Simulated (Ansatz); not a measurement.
Ansatz (a quantum-chemistry and plane-wave program) input (HF/aug-cc-pVQZ):

Ansatz 0.2 input:
```yaml
crystal:
  periodic: [false, false, false]
  atoms:
    - {symbol: C, position_ang: [2.55019524, -0.17713440, -0.02550029]}
    - {symbol: C, position_ang: [1.13854011, -0.64267488, -0.20346383]}
    - {symbol: C, position_ang: [0.02169370, 0.08751292, -0.23382089]}
    - {symbol: C, position_ang: [-0.01830150, 1.58444994, -0.09763968]}
    - {symbol: C, position_ang: [-1.32054479, -0.58008564, -0.40971188]}
    - {symbol: C, position_ang: [-2.24630246, -0.43967619, 0.80422641]}
    - {symbol: H, position_ang: [2.99502359, -0.62478543, 0.86860053]}
    - {symbol: H, position_ang: [3.17155275, -0.48860569, -0.87059676]}
    - {symbol: H, position_ang: [2.63548184, 0.90382861, 0.07071613]}
    - {symbol: H, position_ang: [1.02748482, -1.71829226, -0.31878792]}
    - {symbol: H, position_ang: [-0.60572647, 2.02427917, -0.90927340]}
    - {symbol: H, position_ang: [0.96965149, 2.03852763, -0.11485842]}
    - {symbol: H, position_ang: [-0.50320171, 1.88304900, 0.83580681]}
    - {symbol: H, position_ang: [-1.82215177, -0.15110559, -1.28533748]}
    - {symbol: H, position_ang: [-1.16809339, -1.63987358, -0.62464721]}
    - {symbol: H, position_ang: [-2.48756066, 0.60418819, 1.01043230]}
    - {symbol: H, position_ang: [-1.77724524, -0.85805533, 1.69709819]}
    - {symbol: H, position_ang: [-3.18689703, -0.96750533, 0.63630811]}
basis:
  gaussian:
    orbitals: aug-cc-pVQZ
hamiltonian:
  xc: hf
```

Output:

```
Functional definition: HF
integrals: 3.86 GiB planned
2322 factors; their error is unknown
15.51 GiB of device memory are held for the factors and their scratch space
mean field: 19.66 GiB planned
mean field evaluation 1: about -6368.6885 eV, gradient 4.7e1 eV
mean field evaluation 2: about -6373.9383 eV, gradient 1.9e1 eV
mean field evaluation 4: about -6374.9829 eV, gradient 1.5e0 eV
mean field evaluation 8: about -6374.9970 eV, gradient 7.5e-2 eV
mean field -6374.99698131 eV, -234.2768179350 hartree, gradient 2.7e-5 eV, S^2 0.000000; 0 other end points of the search recorded, 0 dependent functions left out
reference -6374.99698131 eV, -234.2768179350 hartree; 24, 24 occupied and 1008, 1008 virtual orbitals, 2322 factors
Total energy: -6374.99698131 eV, -234.2768179350 hartree
```
